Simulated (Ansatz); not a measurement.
Input (CCSDT(Q)/cc-pVDZ; Ansatz, a quantum-chemistry and plane-wave program):

Ansatz 0.2 input:
```yaml
crystal:
  periodic: [false, false, false]
  atoms:
    - {symbol: C, position_ang: [1.13921030, -0.10527431, -0.02417588]}
    - {symbol: N, position_ang: [0.38362025, 1.04158770, 0.02114402]}
    - {symbol: C, position_ang: [-0.89941255, 0.67130411, 0.03508007]}
    - {symbol: N, position_ang: [-0.88696907, -0.64699252, -0.00099770]}
    - {symbol: N, position_ang: [0.36963894, -1.15281612, -0.03826105]}
    - {symbol: H, position_ang: [2.21626552, -0.12293509, -0.04480666]}
    - {symbol: H, position_ang: [-1.76262620, 1.31591465, 0.06875710]}
    - {symbol: H, position_ang: [-1.68066883, -1.27630262, -0.00325958]}
    - {symbol: H, position_ang: [0.72421220, 1.99469086, 0.04068713]}
basis:
  gaussian:
    orbitals: cc-pVDZ
total_charge: 1
magnetization: {spin_polarized: false}
correlation: {method: ccsdt_q, electrons: outside_noble_gas}
```

Output:

```
Functional definition: HF
integrals: 0.14 GiB planned
1767 factors; integrals over basis functions are off by at most 1.8e-7 eV
mean field: 0.38 GiB planned
mean field evaluation 1: about -6559.0821 eV, gradient 3.8e1 eV
mean field evaluation 2: about -6559.4130 eV, gradient 3.8e1 eV
mean field evaluation 4: about -6562.9435 eV, gradient 4.5e0 eV
mean field evaluation 8: about -6563.0061 eV, gradient 3.3e-1 eV
mean field evaluation 16: about -6562.6248 eV, gradient 4.4e0 eV
mean field -6563.00684150 eV, -241.1860528593 hartree, gradient 7.9e-6 eV, S^2 0.000000; 0 other end points of the search recorded, 0 dependent functions left out
5 core orbitals not correlated
reference -6563.00684150 eV, -241.1860528593 hartree; 13, 13 occupied and 72, 72 virtual orbitals, 1767 factors
second order -20.13560982 eV of doubles, -0.00000000 eV of singles
coupled cluster: 5.09 GiB planned
cycle   1  -20.06547644 eV  change    7.0e-2 eV  update   1.3e-1
cycle   2  -21.06942664 eV  change    -1.0e0 eV  update   6.7e-2
cycle   3  -21.68551030 eV  change   -6.2e-1 eV  update   2.8e-2
cycle   4  -21.61779830 eV  change    6.8e-2 eV  update   9.2e-3
cycle   5  -21.58258465 eV  change    3.5e-2 eV  update   5.1e-3
cycle   6  -21.59163864 eV  change   -9.1e-3 eV  update   1.9e-3
cycle   7  -21.59661880 eV  change   -5.0e-3 eV  update   7.8e-4
cycle   8  -21.59610828 eV  change    5.1e-4 eV  update   3.9e-4
cycle   9  -21.59518249 eV  change    9.3e-4 eV  update   1.9e-4
cycle  10  -21.59557611 eV  change   -3.9e-4 eV  update   9.2e-5
cycle  11  -21.59518814 eV  change    3.9e-4 eV  update   3.5e-5
cycle  12  -21.59518165 eV  change    6.5e-6 eV  update   1.3e-5
cycle  13  -21.59518767 eV  change   -6.0e-6 eV  update   5.4e-6
cycle  14  -21.59518594 eV  change    1.7e-6 eV  update   2.3e-6
cycle  15  -21.59518341 eV  change    2.5e-6 eV  update   1.2e-6
coupled cluster: 5.09 GiB planned
perturbative correction -0.07895811 eV, -0.0029016572 hartree
Total energy: -6584.68098302 eV, -241.9825628690 hartree
```
